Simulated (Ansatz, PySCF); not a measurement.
C4H4F2, SMILES C=C(/C=C\F)F. Atoms are numbered in the order given.

```xyz
10

C      0.3443    -2.2369     0.0000
C      0.0133    -0.9385     0.0000
F     -1.2828    -0.5871     0.0000
C      0.9546     0.1715     0.0000
C      0.6763     1.4824     0.0000
F     -0.5528     1.9893     0.0000
H     -0.4305    -3.0044     0.0000
H      1.3920    -2.5368     0.0000
H      2.0130    -0.0963     0.0000
H      1.4498     2.2562     0.0000
```
Charge 0, spin multiplicity 1.

Geometry: B3LYP-D3(BJ)/def2-SVP. The structure was generated by enumeration; whether it is a known compound was not checked. One conformer was computed; it need not be the lowest.

Two levels are set side by side: PBE-D3(BJ)/def2-SVP (Ansatz, an electronic-structure program) and B3LYP-D3(BJ)/def2-SVP (Ansatz). Each level has its own optimised geometry; the coordinates shown are those of the second. Frequencies come from the Hessian of PySCF at each geometry. Differences are taken from unrounded values.

```tsv
quantity	B3LYP-D3(BJ)
mean bond length (Å)	1.242
bond C1–C2 (Å)	1.340
bond C2–F3 (Å)	1.343
bond C2–C4 (Å)	1.455
bond C4–C5 (Å)	1.340
bond C5–F6 (Å)	1.330
bond C1–H7 (Å)	1.091
bond C1–H8 (Å)	1.090
bond C4–H9 (Å)	1.092
bond C5–H10 (Å)	1.094
highest harmonic wavenumber (cm⁻¹)	3282
mean harmonic wavenumber (cm⁻¹)	1286
zero-point energy (kcal/mol)	44.11
```

### Question
What does PBE-D3(BJ) give, and how far is it from B3LYP-D3(BJ)? (Estimate from the structure and the level; the computed values follow.)

### Answer

| quantity | PBE-D3(BJ) | PBE-D3(BJ) minus B3LYP-D3(BJ) |
|---|---|---|
| mean bond length (Å) | 1.249 | 0.007 |
| bond C1–C2 (Å) | 1.351 | 0.011 |
| bond C2–F3 (Å) | 1.349 | 0.007 |
| bond C2–C4 (Å) | 1.455 | -0.001 |
| bond C4–C5 (Å) | 1.351 | 0.011 |
| bond C5–F6 (Å) | 1.335 | 0.006 |
| bond C1–H7 (Å) | 1.098 | 0.008 |
| bond C1–H8 (Å) | 1.097 | 0.008 |
| bond C4–H9 (Å) | 1.100 | 0.008 |
| bond C5–H10 (Å) | 1.103 | 0.009 |
| highest harmonic wavenumber (cm⁻¹) | 3224 | -59 |
| mean harmonic wavenumber (cm⁻¹) | 1249 | -37 |
| zero-point energy (kcal/mol) | 42.85 | -1.27 |

GGA bonds tend to be longer and softer than those of functionals with exact exchange. Differences between two approximate levels are no errors against the true value.
